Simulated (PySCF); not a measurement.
First SCF of a structure search on singlet WF₃⁺, at a hand-made T-shaped geometry. PySCF input:

```python
from pyscf import gto, scf, dft
mol = gto.M(atom='''
W      0.000000     0.000000     0.000000
F      0.000000     0.000000     1.969800
F      1.968600     0.000000     0.068700
F     -1.968600     0.000000     0.068700''',
    basis={'W': 'def2-TZVP', 'F': 'def2-TZVP'},
    ecp={'W': 'def2-TZVP'},
    charge=1, spin=0)
mf = dft.RKS(mol, xc='PBE0')
mf.grids.atom_grid = (50, 194)
aux = {'W': 'def2-universal-JKFIT', 'F': 'def2-universal-JKFIT'}
mf = mf.density_fit(auxbasis=aux)
mf.conv_tol = 1e-08
mf.diis_space = 10
mf.max_cycle = 60
mf.init_guess = 'minao'
mf.verbose = 4
mf.kernel()
```

Excerpt of the output (cycles and frontier levels):

```
init E= -346.95488288646
  HOMO = -0.289551031468817  LUMO = -0.272796606692798  gap/eV = 0.45591
cycle= 1 E= -365.510752280699  delta_E= -18.6  |g|= 1.57  |ddm|= 7.29
  HOMO = -0.50728937982424  LUMO = -0.501327312092347  gap/eV = 0.16224
cycle= 2 E= -350.551128864815  delta_E=   15  |g|= 7.44  |ddm|= 5.68
  HOMO = -0.581986184988114  LUMO = -0.528175959524248  gap/eV = 1.46425
cycle= 3 E= -365.770117171378  delta_E= -15.2  |g|= 1.37  |ddm|= 4.89
  HOMO = -0.563093086940391  LUMO = -0.472402268273687  gap/eV = 2.46782
cycle= 4 E= -365.830591418184  delta_E= -0.0605  |g|= 1.28  |ddm|= 1.15
  HOMO = -0.557899364311854  LUMO = -0.473663097442423  gap/eV = 2.29219
cycle= 5 E= -366.105292101165  delta_E= -0.275  |g|= 0.157  |ddm|= 0.541
  HOMO = -0.546903417253954  LUMO = -0.455835116055713  gap/eV = 2.47809
cycle= 6 E= -366.110223700069  delta_E= -0.00493  |g|= 0.0394  |ddm|= 0.111
  HOMO = -0.546033348140789  LUMO = -0.454386153552741  gap/eV = 2.49385
cycle= 7 E= -366.110544757703  delta_E= -0.000321  |g|= 0.00608  |ddm|= 0.0361
  HOMO = -0.545757820420022  LUMO = -0.453253895134963  gap/eV = 2.51716
cycle= 8 E= -366.110576135085  delta_E= -3.14e-05  |g|= 0.00375  |ddm|= 0.0256
  HOMO = -0.545966035295105  LUMO = -0.45286720791136  gap/eV = 2.53335
cycle= 9 E= -366.110587713896  delta_E= -1.16e-05  |g|= 0.00189  |ddm|= 0.0185
  HOMO = -0.545902842107068  LUMO = -0.452665437428421  gap/eV = 2.53712
cycle= 10 E= -366.110589319927  delta_E= -1.61e-06  |g|= 0.000437  |ddm|= 0.00702
  HOMO = -0.545838888800937  LUMO = -0.452560206362882  gap/eV = 2.53824
cycle= 11 E= -366.110589400291  delta_E= -8.04e-08  |g|= 0.000203  |ddm|= 0.00179
  HOMO = -0.545839544591875  LUMO = -0.452569738198697  gap/eV = 2.53800
cycle= 12 E= -366.110589407803  delta_E= -7.51e-09  |g|= 2.41e-05  |ddm|= 0.000133
  HOMO = -0.545832104963708  LUMO = -0.452562585004435  gap/eV = 2.53799
Extra cycle  E= -366.11058940723  delta_E= 5.72e-10  |g|= 6.16e-05  |ddm|= 5.59e-05
converged SCF energy = -366.11058940723
```

No lower solution of this spin was found from smeared starts or by a stability analysis within the restricted form, which does not test spin polarisation.

At the minimum of this search the closed-shell solution is unstable towards spin polarisation, so a lower open-shell solution exists. No spin–orbit coupling is included, which matters more the heavier the element.

The search for the lowest solution, 3 starts and the stability check together, took 8.1 s on 4 threads of a shared Arm Neoverse V2 host, with 133 basis functions; the process peaked at 0.57 GiB. Launch command: `OMP_NUM_THREADS=4 python axn.py task.json out`.
